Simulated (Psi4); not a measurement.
The Psi4 input:
```
memory 2 GB

molecule {
0 1
O    -0.18985248   -1.72998463    1.09035362
Si   -0.44853231   -0.50793548    0.07732491
O    -1.83158935   -0.55917494   -0.74186632
Br   -0.35264536    1.25434536    1.37818731
Br    1.07079538   -0.44108426   -1.50199308
H     0.01093154   -2.62350047    0.83048565
H    -2.69519542   -0.41626464   -0.36773087
}

set {
  basis def2-svpd
}

energy('scf')
print_variables()
```

Q: Estimate the nuclear repulsion energy that Psi4 with HF/def2-SVPD returns for this input.

A: 732.2425 Eh

Q: Estimate the dipole moment that HF/def2-SVPD returns for this input.

A: 2.41 D

Q: Estimate the total energy that HF/def2-SVPD returns for this input.

A: -5584.0349 Eh

Q: Predict the number of basis functions from HF/def2-SVPD.

A: 168
